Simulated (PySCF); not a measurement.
Problem. Give a PBE0-D3(BJ)/def2-SVP geometry of InChI=1S/C2H3Br/c1-2-3/h2H,1H2.

Solution. 
```
atom  x, y, z in Å
C1    -0.6813    0.0316   -0.1539
C2     0.6331    0.0939    0.0273
Br3    1.8237   -1.2561   -0.5122
H4    -1.3057    0.8615    0.1882
H5    -1.1679   -0.8202   -0.6346
H6     1.1373    0.9373    0.5048
```

Any rigid rotation of these coordinates is as good. Atoms count from 1 in this order. 

Bonds between heavy atoms (Å): C1=C2 1.328, C2–Br3 1.879.

Method: PBE0-D3(BJ)/def2-SVP geometry optimisation, gas phase (PySCF).

Point group: Cs (tolerance 0.08 Å). Whether it is a minimum is left open (no frequencies).

On one thread of an Intel Xeon Platinum 8259CL at 2.50 GHz, no GPU, shared host with 96 logical CPUs at a one-minute load of 44, this took 11 s of wall time and 0.33 GiB of memory at its peak. That covers the optimisation of the geometry.

***

Problem. Write a Z-matrix for InChI=1S/H3PS/c1-2/h1H3 as optimised with PBE0-D3(BJ)/def2-SVP.

Solution. 
Z-matrix in Å and degrees, rows numbered from 1:
```
P 
S   1  1.9332
H   1  1.4264  2  118.50
H   1  1.4266  2  118.52  3   120.00
H   1  1.4266  2  118.51  3  -119.97
```

P1 (phosphorus bonded to S and 3 H) is distorted tetrahedral (angles from 99.1° to 118.5°).

Theory: PBE0-D3(BJ)/def2-SVP geometry optimisation, gas phase in PySCF 2.14.0.

Point group: C3v (every atom within 0.08 Å of its image). PBE0-D3(BJ)/def2-SVP frequencies: not computed here.
